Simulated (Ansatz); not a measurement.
A run for Ansatz (a first-principles code): R-B2PLYP/def2-TZVPPD on ammonia borane (SMILES [BH3-][NH3+]). Files ending in .json are basis or fitting sets from the Basis Set Exchange.

Ansatz 0.2 input:
```yaml
crystal:
  periodic: [false, false, false]
  atoms:
    - {symbol: B, position_ang: [-0.92882853, 0.28962972, 0.29840841]}
    - {symbol: N, position_ang: [0.63215898, -0.16702462, 0.57007700]}
    - {symbol: H, position_ang: [-1.04449881, 1.36596360, 0.83879062]}
    - {symbol: H, position_ang: [-1.60656678, -0.57363610, 0.80756020]}
    - {symbol: H, position_ang: [-1.04869126, 0.34361681, -0.90279062]}
    - {symbol: H, position_ang: [1.28372321, 0.50425037, 0.17446295]}
    - {symbol: H, position_ang: [0.82645800, -1.07243659, 0.15280837]}
    - {symbol: H, position_ang: [0.81249708, -0.23273552, 1.57231514]}
basis:
  gaussian:
    orbitals: def2-TZVPPD.json
hamiltonian:
  xc: {name: B2PLYP}
magnetization: {spin_polarized: false}
correlation: {electrons: outside_noble_gas}
scf: {lower_state_search: off}
```

The head of its log:

```
WARN ansatz: RAYON_NUM_THREADS=1 ignored (pool sized by the plan → 1); use --threads N
Functional definition: B2PLYP
these checks for a lower state are left out or cut short: stability, starts, cluster_reference, orbital_swaps, neighbouring_geometries, increment
integrals: 0.22 GiB planned
985 factors; integrals over basis functions are off by at most 1.1e-3 eV
mean field: 0.66 GiB planned
mean field evaluation 1: about -2256.2863 eV, gradient 4.0e1 eV
mean field evaluation 2: about -2256.2860 eV, gradient 4.0e1 eV
mean field evaluation 4: about -2259.8244 eV, gradient 3.2e0 eV
mean field evaluation 8: about -2259.8483 eV, gradient 2.0e-2 eV
mean field evaluation 16: about -2259.8483 eV, gradient 1.9e-6 eV
mean field -2259.84831838 eV, -83.0478939203 hartree, gradient 1.9e-6 eV, S^2 0.000000; 0 other end points of the search recorded, 0 dependent functions left out
2 core orbitals not correlated
reference -2259.84847801 eV, -83.0478997865 hartree; 7, 7 occupied and 167, 167 virtual orbitals, 985 factors
```

Problem. Give the final energy of this run.

Solution. -83.1671 hartree.
